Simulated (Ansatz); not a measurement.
```yaml
crystal:
  periodic: [false, false, false]
  atoms:
    - {symbol: C, position_ang: [-0.060980, -0.866668, 1.103044]}
    - {symbol: O, position_ang: [0.336304, 0.538274, 0.646383]}
    - {symbol: In, position_ang: [0.110573, 1.140500, -1.179408]}
    - {symbol: Cl, position_ang: [-1.091970, -0.298955, -2.601064]}
    - {symbol: Cl, position_ang: [0.852785, 3.218311, -1.723139]}
    - {symbol: H, position_ang: [-0.373131, -0.833175, 2.231057]}
    - {symbol: H, position_ang: [0.883231, -1.620172, 1.124547]}
    - {symbol: H, position_ang: [-0.751622, -1.333289, 0.673560]}
basis:
  gaussian: {orbitals: def2-TZVPP}
hamiltonian: {xc: {name: HF}}
correlation: {active_space: {window: {electrons: 2, orbitals: 1}}}
output: {forces: true}
```

```sh
$ ansatz run in.yaml --threads 4 --pin off --events-out ev --progress --plain --max-ram 10444MiB
```

Shortened log:

```
Functional definition: HF
1602 factors; integrals over basis functions are off by at most 7.5e-4 eV
mean field evaluation 1: about -33271.4784 eV, gradient 3.9e1 eV
mean field evaluation 2: about -33271.5844 eV, gradient 3.9e1 eV
mean field evaluation 4: about -33274.7820 eV, gradient 4.1e0 eV
mean field evaluation 8: about -33274.8339 eV, gradient 2.7e-1 eV
mean field evaluation 16: about -33274.8344 eV, gradient 1.7e-6 eV
mean field -33274.83442492 eV, -1222.8276106228 hartree, gradient 1.7e-6 eV, S^2 0.000000; 0 other end points of the search recorded, 0 dependent functions left out
reference -33274.83442492 eV, -1222.8276106228 hartree; 36, 36 occupied and 202, 202 virtual orbitals, 1602 factors
state -33274.83442492 eV, -1222.8276106228 hartree
Total energy: -33274.83442492 eV, -1222.8276106228 hartree
Atom 0 at    -0.060980    -0.866668     1.103044 Å, force     8.567257     3.949907     6.406659 eV/Å
Atom 1 at     0.336304     0.538274     0.646383 Å, force    -1.238478    -3.958578     1.091331 eV/Å
Atom 2 at     0.110573     1.140500    -1.179408 Å, force    -0.510362    -0.629556    -0.173443 eV/Å
Atom 3 at    -1.091970    -0.298955    -2.601064 Å, force     0.289938     0.338398     0.201325 eV/Å
Atom 4 at     0.852785     3.218311    -1.723139 Å, force     0.157973     0.410514    -0.224103 eV/Å
Atom 5 at    -0.373131    -0.833175     2.231057 Å, force     0.726654     0.503889    -2.381146 eV/Å
Atom 6 at     0.883231    -1.620172     1.124547 Å, force    -2.123286     2.321923    -0.384230 eV/Å
Atom 7 at    -0.751622    -1.333289     0.673560 Å, force    -5.869695    -2.936497    -4.536392 eV/Å
Dipole moment:     0.004745    -0.266400     0.146145 e Å
```

Run time 7 s (4 threads of an Arm Neoverse V1 on a shared host); peak host memory 0.74 GiB.
